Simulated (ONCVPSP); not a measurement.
# selenium (Se): one change to an ONCV potential, before and after

| Quantity | Value |
| --- | --- |
| Element | selenium |
| Generator | ONCVPSP 4.0.1 |
| Type | optimised norm-conserving Vanderbilt (ONCV) |
| Functional | LDA (Perdew-Zunger) |
| Relativity | fully relativistic |
| Frozen core | [Ar] |
| Valence charge | 16 |
| Reference configuration | 3d10 4s1.75 4p4.25 |
| Partial waves | 4s: rc 1.50 bohr, ncon 4, nbas 8, qcut 3.8 1/bohr, 2 projectors, debl 2.6 Ha; 4p: rc 1.60 bohr, ncon 4, nbas 9, qcut 4.7 1/bohr, 2 projectors, debl 0.5 Ha; 3d: rc 0.65 bohr, ncon 4, nbas 8, qcut 26.3 1/bohr, 2 projectors, debl 1.2 Ha |
| Local potential | polynomial inside 0.40 bohr (lpopt 5, dvloc0 1 Ha) |
| Core correction | Teter function, fcfact 1.5, rcfact 1.3 |

Open shells are filled in proportion to 2j + 1.

In the d channel the program set the typed energies aside and used -1.963, 0.250 Ha (j = l + 1/2; the other j can differ).

All-electron outer shells of the reference configuration (LDA (Perdew-Zunger), scalar-relativistic, ld1.x):

```
shell  level (eV)  outermost node (bohr)  outermost maximum (bohr)
   3s     -213.08                   0.24                      0.50
   3p     -153.11                   0.21                      0.50
   3d      -53.79                      –                      0.45
   4s      -17.70                   0.70                      1.51
   4p       -6.82                   0.74                      1.80
```

Change: all radii but the core radius scaled by about 1.31 (s 1.96, p 2.10, d 0.86 bohr); local potential polynomial inside 0.52 bohr (lpopt 5, dvloc0 1 Ha).

Cutoffs: the cutoffs (Ha) at which the residual kinetic energy of the hardest occupied pseudo-wave falls to 1 and 0.1 mHa per electron; they do not see the model core or the augmentation charge, which bear on the density cutoff. Errors are all-electron minus pseudo energies relative to the spin-unpolarised reference configuration.

Question: How do hardness, ghosts and transferability respond?

Answer: The potential gets softer (250 Ha and 283 Ha → 214 Ha and 247 Ha); both files keep a bound ghost (p, s); of the 4 tests that both files solve, the error grows in 2 and shrinks in 2 by more than 15 % and 0.3 meV (median size 1.9 → 1.2 meV). A larger radius leaves more room for a smooth pseudo-wave, so fewer plane waves are needed.

| quantity | base | changed |
| --- | --- | --- |
| cutoff, loose | 250 Ha | 214 Ha |
| cutoff, tight | 283 Ha | 247 Ha |
| loose cutoff by channel | s 40 Ha, p 10 Ha, d 250 Ha | s 13 Ha, p 4.5 Ha, d 214 Ha |
| bound ghosts | s, p3/2, p1/2 | s, p3/2, p1/2 |
| GHOST(+) flags under 300 eV | s at 144.3 eV | none |
| error for 3d10 4s2 4p4, meV [ΔE -2.71 eV] | 0.0 | -0.7 |
| error for 3d10 4s2 4p3, meV [ΔE 8.30 eV] | +0.1 | -0.4 |
| error for 3d10 4s2 4p2, meV [ΔE 28.87 eV] | +3.6 | +1.6 |
| error for 3d9 4s2 4p4, meV [ΔE 61.64 eV] | -601 | -378 |
| rms error of d²Exc/dni dnj with the model core, mHa | 9.09 | 8.82 |

 A true bound ghost makes a file unfit for plane-wave use even where its test errors are small: the radial tests pick states by their node count and pass the ghost by.
